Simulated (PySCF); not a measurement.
An unknown gives this computed stick spectrum. Theory: TDDFT CAM-B3LYP/def2-SVPD, vertical, gas phase, core orbitals frozen in the response (PySCF 2.14.0, density-fitted response routines). Geometries: GFN2-xTB, one conformer each.

| state | E (eV) | f | main configurations (H = HOMO, L = LUMO) |
| --- | --- | --- | --- |
| S1 | 3.55 | 0.0019 | H→L (77%), H→L+1 (17%) |
| S2 | 5.09 | 0.0050 | H-1→L (45%), H-1→L+1 (41%) |
| S3 | 5.78 | 0.029 | H→L+1 (74%), H→L (16%) |
| S4 | 6.73 | 0.0070 | H→L+3 (29%), H→L+4 (20%), H→L+2 (18%) |
| S5 | 6.84 | 0.083 | H-1→L+1 (37%), H-1→L (32%), H→L+3 (12%) |
| S6 | 6.94 | 0.044 | H→L+4 (52%), H→L+2 (30%) |
| S7 | 7.25 | 0.102 | H→L+3 (27%), H→L+2 (20%), H→L+5 (11%) |
| S8 | 7.47 | 0.054 | H-1→L+2 (58%) |

Triplets computed (Tamm–Dancoff): 2.91, 4.45, 5.48 eV.

Orbital energies (eV): HOMO-3 -11.85, HOMO-2 -11.36, HOMO-1 -9.75, HOMO -8.52, LUMO -0.38, LUMO+1 0.25, LUMO+2 0.76.

Task: Which candidate is it?
A. `CC(=O)[SiH2]C(=O)O`
B. `C[SiH2]O[C@]12C[C@H]1C2`
C. `C#C[C@@](F)(C[SiH3])[SiH2]O`
D. `C=C[Si@H](Cl)[SiH2]OC`

Result: A. Its S1, at 3.55 eV, is the lowest among the candidates; the nearest of the others has S1 at 5.74 eV. S1 is HOMO→LUMO (77%), HOMO→LUMO+1 (17%). Löwdin shares by element: HOMO oxygen 52% or more, carbon 28% or more, silicon 12%; LUMO carbon 37% or more, oxygen 23% or more, silicon 14% (atoms not listed hold the other 27%). At the same level the other candidates give, for their lowest levels:
- `C=C[Si@H](Cl)[SiH2]OC`: 6.16 eV (f 0.063); 6.57 eV (f 0.043); 6.69 eV (f 0.003); 6.91 eV (f 0.240); 7.12 eV (f 0.003); T1 4.29 eV; HOMO -9.04, LUMO 0.24 eV
- `C#C[C@@](F)(C[SiH3])[SiH2]O`: 5.74 eV (f 0.008); 6.55 eV (f 0.002); 6.86 eV (f 0.014); 7.14 eV (f 0.001); 7.35 eV (f 0.013); T1 5.16 eV; HOMO -8.96, LUMO 0.50 eV
- `C[SiH2]O[C@]12C[C@H]1C2`: 6.44 eV (f 0.010); 6.84 eV (f 0.001); 7.20 eV (f 0.024); 7.28 eV (f 0.019); 7.32 eV (f 0.014); T1 6.29 eV; HOMO -7.92, LUMO 1.32 eV

Shape of the structure used: `[CH3:1][C:2](=[O:3])[SiH2:4][C:5](=[O:6])[OH:7]`: C1–C2–Si4–C5 -58°, C2–Si4–C5–O6 39°, H–O7–C5–Si4 180°.

Without π bonds the low states are Rydberg-like; a valence basis with one diffuse set may place them up to an eV too high.
